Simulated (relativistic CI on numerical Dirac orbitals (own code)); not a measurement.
Spin-orbit doublets in the photoemission of krypton

Problem. Photoelectron lines from p, d and f shells are doublets, and peak fits need their splitting and area ratio. Find both for the 3d line of krypton, from the calculated spin-orbit constant ζ(3d) = 0.4947 eV of the closed-shell ion Kr with one hole. Is the doublet resolved if instrument, lifetime and solid give each line a width of 1.0 eV (assumed)?

Working.
1. One hole with l = 2 gives j = 5/2 and j = 3/2. For a hole the level of higher j has the lower binding energy.
2. The splitting is (l + ½)ζ = 2.5 × 0.4947 = 1.237 eV.
3. The areas follow 2j + 1: 6 : 4, so the weaker line has 0.667 of the stronger one's area, if the radial matrix elements are equal.
4. Splitting over width is 1.24: a peak with a clear shoulder or dip.

Check. The difference of tabulated binding energies of the element (M4 less M5; Elam, Ravel and Sieber, Radiat. Phys. Chem. 63, 121 (2002), rounded to 0.1 eV or more) is 1.2 eV.

All doublets of Kr, calculated as differences of Dirac-Coulomb-Breit total energies with one hole (eV):

```
Shell  Calculated  Without Breit and QED  Tabulated, element
   2p       52.97                  53.86                52.5
   3p       8.026                  8.165                 7.8
   3d       1.241                    1.3                 1.2
   4p       0.672                 0.6844
```

The Breit and QED terms lower the splittings by 1.7 to 4.5 %.
